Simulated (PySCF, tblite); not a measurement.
Calculations on `COCC(C)(C)[SiH2]N`, in the order of a workflow; each names the level of the geometry that it ran on. Settings lines and outputs come from a driver script.

Compound: C₅H₁₅NOSi.
Bonds: C1–O2, O2–C3, C3–C4, C4–C5, C4–C6, C4–Si7, Si7–N8. Hydrogens: H9, H10, H11 on C1; H12, H13 on C3; H14, H15, H16 on C5; H17, H18, H19 on C6; H20, H21 on Si7; H22, H23 on N8.

Step 1: GFN2-xTB geometry optimisation, gas phase (tblite 0.8.0) (from a force-field or distance-geometry start)
```json
{"job": {"kind": "relax", "xc": "GFN2-xTB", "basis": "xTB"}, "charge": 0, "multiplicity": 1}
```
```
step      E/eV     max force
  0    -736.61523    1.851
  1    -736.70227    0.482
  2    -736.72692    0.444
...
136    -736.96657    0.010
137    -736.96659    0.011
138    -736.96662    0.013
139    -736.96665    0.012
140    -736.96667    0.009
```

Energy lowered by 8.1 kcal/mol over 140 steps; largest atomic force 0.009 eV/Å at the end. «max force» is the largest atomic force in eV/Å.

Hardware: an Intel Xeon 6975P-C with one thread, on a shared host. Cost: 0.91 s wall.

Step 2: GFN2-xTB harmonic vibrations, gas phase (tblite 0.8.0) (on the GFN2-xTB geometry)
```json
{"job": {"kind": "ir", "xc": "GFN2-xTB", "basis": "xTB"}, "charge": 0, "multiplicity": 1}
```
```
(table of modes left out)
```

63 modes from 57 to 3511 cm⁻¹ (unscaled, harmonic); zero-point energy 121.6 kcal/mol; all wavenumbers are real at this level.

Time: 0.78 s. Hardware: one thread of an Intel Xeon 6975P-C, on a shared host.

Step 3: PBE0-D3(BJ)/def2-SVP geometry optimisation, gas phase (PySCF 2.14.0) (from the GFN2-xTB geometry)
```json
{"job": {"xc": "PBE0", "basis": "def2-SVP", "d3": "d3bj", "grid": 1, "shake": 0.01, "kind": "geom"}, "charge": 0, "multiplicity": 1}
```
```
step   0  E = -618.20797078  max force = 0.035384
step   1  E = -618.21684254  max force = 0.004754
step   2  E = -618.21717161  max force = 0.001336
step   3  E = -618.21732906  max force = 0.001018
...
step   8  E = -618.21764651  max force = 0.001439
step   9  E = -618.21771200  max force = 0.001402
step  10  E = -618.21775407  max force = 0.000677
step  11  E = -618.21776790  max force = 0.000307
optimisation converged
```

Final energy -618.21777 Eh after 11 steps; dipole 0.24 D. Energies in Eh; «max force» is the largest Cartesian gradient component in Eh/bohr.

Time: 2.5 min wall; peak memory 0.82 GiB. Hardware: one thread, Intel Xeon 6975P-C (x86_64), no GPU, shared host.

Step 4: TDDFT B3LYP/def2-SVPD, vertical, gas phase, core orbitals frozen in the response (PySCF 2.14.0, density-fitted response routines) (on the PBE0-D3(BJ)/def2-SVP geometry)
```json
{"job": {"kind": "uv", "xc": "B3LYP", "basis": "def2-SVPD", "ip": true}, "charge": 0, "multiplicity": 1}
```
```
...
Static polarisability (au): isotropic 103.814, principal 94.840 103.491 113.110
Singlet excitations
state   eV       nm        f      main configurations
  1   5.9096    209.8   0.00784   H->L 0.95
  2   6.5984    187.9   0.03003   H->L+1 0.82, H-1->L+1 0.09
  3   6.8023    182.3   0.00806   H-1->L 0.89
  4   6.8571    180.8   0.01048   H-1->L+1 0.79
  5   7.0202    176.6   0.00701   H->L+2 0.44, H-2->L 0.32
  6   7.1071    174.5   0.03688   H-2->L 0.59, H->L+2 0.30
  7   7.2932    170.0   0.00861   H->L+3 0.77, H->L+4 0.08
  8   7.3279    169.2   0.02077   H->L+5 0.49, H->L+4 0.28, H->L+7 0.10
  9   7.4572    166.3   0.01631   H->L+4 0.39, H->L+5 0.23, H->L+3 0.12
 10   7.5588    164.0   0.00686   H-1->L+2 0.73
Triplet excitations (Tamm-Dancoff, eV): 5.6399 6.4766 6.6976 6.7471
Vertical ionisation energy (delta-SCF) = 8.7075 eV
```

HOMO -6.79 eV, LUMO 0.14 eV; lowest singlet 5.91 eV; lowest triplet 5.64 eV (Tamm–Dancoff); mean polarisability 103.8 au.

On Intel Xeon 6975P-C, one thread, shared host with 192 logical CPUs at a one-minute load of 49, this took 5.3 min and 1.2 GiB of memory at its peak.

Step 5: delta-SCF UKS SCAN, pcX-2 on the ionised atom, pcseg-1 elsewhere, spin-free X2C (PySCF 2.14.0) (on the PBE0-D3(BJ)/def2-SVP geometry)
```json
{"job": {"kind": "xps"}, "charge": 0, "multiplicity": 1}
```
```
...
ground state, core basis on atom 0 (C), 222 functions
  E(ground) = -619.57299512 Eh
hole in C 1s of atom 0
  E(ion) = -608.83920078 Eh   <S^2> = 0.7720   hole on atom = 1.000   binding energy = 292.081 eV
ground state, core basis on atom 1 (O), 222 functions
  E(ground) = -619.59940364 Eh
hole in O 1s of atom 1
  E(ion) = -599.82118605 Eh   <S^2> = 0.7627   hole on atom = 1.000   binding energy = 538.193 eV
ground state, core basis on atom 2 (C), 222 functions
  E(ground) = -619.57366345 Eh
hole in C 1s of atom 2
  E(ion) = -608.85467362 Eh   <S^2> = 0.7728   hole on atom = 1.000   binding energy = 291.679 eV
ground state, core basis on atom 3 (C), 222 functions
  E(ground) = -619.57430014 Eh
hole in C 1s of atom 3
  E(ion) = -608.92411722 Eh   <S^2> = 0.7706   hole on atom = 1.000   binding energy = 289.806 eV
ground state, core basis on atom 4 (C), 222 functions
  E(ground) = -619.57142272 Eh
hole in C 1s of atom 4
  E(ion) = -608.90679178 Eh   <S^2> = 0.7686   hole on atom = 1.000   binding energy = 290.199 eV
ground state, core basis on atom 6 (Si), 233 functions
  E(ground) = -619.62981532 Eh
hole in Si 1s of atom 6
  E(ion) = -551.78905302 Eh   <S^2> = 0.7522   hole on atom = 1.000   binding energy = 1846.041 eV
hole in Si 2p of atom 6
  E(ion) = -615.72118219 Eh   <S^2> = 0.7522   hole on atom = 1.003   binding energy = 106.359 eV
  2p3/2 = 106.174 eV   2p1/2 = 106.798 eV
ground state, core basis on atom 7 (N), 222 functions
  E(ground) = -619.58484191 Eh
hole in N 1s of atom 7
  E(ion) = -604.72713592 Eh   <S^2> = 0.7647   hole on atom = 1.000   binding energy = 404.299 eV
```

C1s of C1 292.08 eV; O1s of O2 538.19 eV; C1s of C3 291.68 eV; C1s of C4 289.81 eV; C1s of C5 290.20 eV; Si1s of Si7 1846.04 eV; Si2p of Si7 106.38 eV (mean of the 2p shell); N1s of N8 404.30 eV; one atom stands for each set of equivalent ones. SCF cycles are left out; they run on a coarse grid, and E(ground) and E(ion) are re-evaluated on a finer one. For a 2p shell the printed binding energy is that of one 2p hole without spin–orbit coupling; the 2p3/2 and 2p1/2 values follow from a further step that adds the ground-state splitting of the three 2p orbitals and a mean-field spin–orbit operator, and the shell mean corrects the one hole to the average of the three. The log counts atoms from 0, this text from 1.

On one thread, Intel Xeon 6975P-C (x86_64) (shared host), this took 2.1 min and 0.69 GiB of memory at its peak.

Geometry of the electronic-property runs (PBE0-D3(BJ)/def2-SVP):
```
atom  x, y, z in Å
C1     2.9825    1.0483    0.3671
O2     1.6018    0.8774    0.4005
C3     1.1770   -0.3986    0.0141
C4    -0.3426   -0.4651    0.0699
C5    -0.8185   -0.3576    1.5210
C6    -0.8095   -1.7790   -0.5553
Si7   -1.0450    1.0072   -0.9283
N8    -2.7210    0.6946   -1.2994
H9     3.5013    0.3529    1.0562
H10    3.3957    0.8893   -0.6487
H11    3.2046    2.0791    0.6773
H12    1.5291   -0.6249   -1.0152
H13    1.6191   -1.1735    0.6810
H14   -0.4360    0.5581    1.9955
H15   -1.9190   -0.3505    1.5901
H16   -0.4621   -1.2204    2.1116
H17   -1.9070   -1.8305   -0.5906
H18   -0.4391   -2.6430    0.0247
H19   -0.4466   -1.8895   -1.5904
H20   -0.3544    1.0997   -2.2538
H21   -0.8414    2.2822   -0.1700
H22   -3.0736    1.0364   -2.1863
H23   -3.4238    0.8248   -0.5797
```

 (This holds for the electronic-property runs.)

One conformer stands for the species.
